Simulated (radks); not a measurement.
Coulomb parameter of the 4d shell of the cadmium ion Cd3+ in the model configuration [Kr] 4d7.5 5s1.5, as a second difference U = [E(n + 0.5) + E(n - 0.5) - 2 E(n)] / (0.5)^2 with all orbitals relaxed. "Bare": the charge of the atom changes with n. "Screened": the 5s shell takes up the change at fixed total charge, which measures U(4d,4d) + U(5s,5s) - 2 U(4d,5s). All-electron calculation, scalar-relativistic Kohn-Sham, PBE, spin-unpolarised, spherical densities, point nucleus. Program: a radial shooting solver on a logarithmic mesh with Libxc functionals.

| case | configuration | E - E(n) (eV) |
|---|---|---|
| start | [Kr] 4d7.5 5s1.5 | 0.000 |
| bare +0.5 | [Kr] 4d8 5s1.5 | -24.402 |
| bare -0.5 | [Kr] 4d7 5s1.5 | 28.541 |
| screened +0.5 | [Kr] 4d8 5s1 | -8.459 |
| screened -0.5 | [Kr] 4d7 5s2 | 9.158 |

U(bare) = 16.558 eV, U(screened by 5s) = 2.799 eV, against the Slater integral F0(4d,4d) = 21.350 eV with frozen orbitals.
